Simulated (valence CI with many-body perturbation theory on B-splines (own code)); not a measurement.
Energy levels of Re II

Method: relativistic CI+MBPT: six valence electrons over a frozen Dirac-Fock core [Xe] 4f14, a basis of 7 s, 7 p, 8 d, 6 f, 4 g, 1 h functions for each j, with the one-electron correlation potential Σ1, the two-electron term Σ2, the three-electron term Σ3, Breit, model QED; selected CI, second order for the rest, scaled by the run's own slope (own B-spline code, finite nucleus).

Set against measurement, 7 paired levels are off by 461 cm⁻¹ on average, the worst by 605. These come from a selection out of the NIST Handbook of Basic Atomic Spectroscopic Data. Levels without a partner in it may be off by more, other configurations by 1,000 to 4,000 cm⁻¹. Among the levels kept, up to 2300 cm⁻¹ of a level comes from second order outside the variational space, and about a tenth of that is noise between levels of different J, which matters for small intervals. Only levels of the ground parity were solved; by the run's estimate the other parity begins above the list, which can be wrong where configurations are misplaced. 1 measured level below the end of the list, from 13777 cm⁻¹ on, found no clear computed partner.

Levels 1 to 26 of 26, with energies above the lowest level, 5d⁵6s ⁷S_3. "Leading %" is the weight of the configuration and term that name the level; weights of strongly mixed levels are sums over their largest components and can fall short. In the jj column 3d3/2^4 stands for four electrons in 3d with j = 3/2. Lifetimes count E1, E2, E3, M1 and M2 decay at the calculated energies, and are blank where another channel may lead or the interval is too uncertain; long ones can be off by a factor of two.

```tsv
No.	Configuration	Term	J	E (eV)	Leading %	g	Leading jj	Lifetime
1	5d⁵6s	⁷S	3	0.0000	91	1.979	5d3/2^3 5d5/2^2 6s (37 %)	
2	5d⁴6s²	⁵D	0	1.754	34		5d3/2^4 6s^2 (31 %)	
3	5d⁵6s	⁵D	2	1.825	27	1.536	5d3/2^3 5d5/2^2 6s (23 %)	865 ms
4	5d⁴6s²	⁵D	1	1.867	30	1.503	5d3/2^3 5d5/2 6s^2 (26 %)	23.3 s
5	5d⁶	⁵D	4	1.874	56	1.481	5d3/2^3 5d5/2^3 (27 %)	7.68 s
6	5d⁵6s	⁵D	3	1.893	35	1.487	5d3/2^3 5d5/2^3 (23 %)	460 ms
7	5d⁵6s	⁵S	2	2.150	57	1.776	5d3/2^3 5d5/2^2 6s (29 %)	
8	5d⁵6s	⁵G	2	2.408	64	0.585	5d3/2^3 5d5/2^2 6s (50 %)	1.34 s
9	5d⁵6s	⁵G	3	2.448	49	1.095	5d3/2^3 5d5/2^2 6s (38 %)	438 ms
10	5d⁵6s	⁵G	4	2.605	78	1.172	5d3/2^3 5d5/2^2 6s (53 %)	2.85 s
11	5d⁵6s	⁵G	6	2.650	88	1.318	5d3/2^3 5d5/2^2 6s (48 %)	
12	5d⁵6s	⁵G	5	2.669	87	1.263	5d3/2^2 5d5/2^3 6s (49 %)	14.3 s
13	5d⁵6s	⁵G	3	2.759	33	1.275	5d3/2^2 5d5/2^3 6s (36 %)	87.5 ms
14	5d⁵6s	³D	2	2.855	25	1.196	5d3/2^2 5d5/2^3 6s (44 %)	499 ms
15	5d⁴6s²	³P	0	2.888	17		5d3/2^2 5d5/2^3 6s (28 %)	107 ms
16	5d⁵6s	³D	1	2.954	23	0.965	5d3/2^3 5d5/2^2 6s (37 %)	
17	5d⁵6s	⁵P	2	2.985	59	1.675	5d3/2^3 5d5/2^2 6s (39 %)	61.8 ms
18	5d⁵6s	⁵P	1	3.040	67	2.073	5d3/2^2 5d5/2^3 6s (42 %)	
19	5d⁶	³F	4	3.040	20	1.277	5d3/2^4 5d5/2^2 (39 %)	578 ms
20	5d⁶	⁵D	3	3.126	31	1.420	5d3/2^3 5d5/2^3 (42 %)	
21	5d⁵6s	³G	3	3.193	41	0.896	5d3/2^3 5d5/2^2 6s (37 %)	
22	5d⁴6s²	⁵D	0	3.200	33		5d3/2^2 5d5/2^2 6s^2 (22 %)	
23	5d⁵6s	³G	5	3.282	43	1.190	5d3/2^3 5d5/2^2 6s (36 %)	6.55 s
24	5d⁵6s	³G	4	3.301	27	1.124	5d3/2^2 5d5/2^3 6s (34 %)	1.59 s
25	5d⁶	⁵D	1	3.341	40	1.452	5d3/2^3 5d5/2 6s^2 (36 %)	244 ms
26	5d⁶	⁵D	2	3.387	18	1.172	5d3/2^2 5d5/2^4 (16 %)	228 ms
```

Names give the largest LS component (configuration and term), which can be under half, so a name can repeat, a term be missing and a line seem to break the LS rules; names also repeat where a configuration has a term twice.

Where two levels of one J and parity lie close, their mixing, g and order are uncertain.

The ionisation energy to 5d⁵ ⁶S5/2 of the next ion comes out as 16.572 eV (NIST: 16.6 ± 0.5 eV (semi-empirical)). All 26 levels together are meant to be complete up to 3.461 eV.
